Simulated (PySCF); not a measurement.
Se(OH)(GeH3) (GeH₄OSe), SMILES O[Se][GeH3]. Heavy atoms are numbered as in [Se:1]([OH:2])[GeH3:4]. Hydrogens are named by the atom that carries them.

Coordinates come from a PBE-D3(BJ)/def2-SVP optimisation. The structure was generated by enumeration, and PubChem lists no compound with its InChIKey, so it may never have been made. One conformer was computed; it need not be the lowest.

All values below come from PBE0/pcSseg-1 (PySCF).

GIAO shieldings, no solvent; atoms alike by connectivity are averaged. δ = σ(ref) − σ: ⁷⁷Se against Me2Se (σ = 1740.1 ppm); ¹⁷O against H2O (σ = 334.2 ppm); ¹H against TMS (σ = 31.56 ppm); ⁷³Ge against GeH4 (σ = 1658.3 ppm), references at their B3LYP-D3(BJ)/def2-TZVP geometries, non-relativistic.

```json
[
 {"nucleus": "⁷⁷Se", "atoms": "Se1", "count": "1", "δ (ppm)": "1094.4"},
 {"nucleus": "¹⁷O", "atoms": "O2 (OH)", "count": "1", "δ (ppm)": "-79.5"},
 {"nucleus": "¹H", "atoms": "H on Ge4", "count": "3", "δ (ppm)": "5.45"},
 {"nucleus": "¹H", "atoms": "H on O2", "count": "1", "δ (ppm)": "0.92"},
 {"nucleus": "⁷³Ge", "atoms": "Ge4 (GeH3)", "count": "1", "δ (ppm)": "163.5"}
]
```
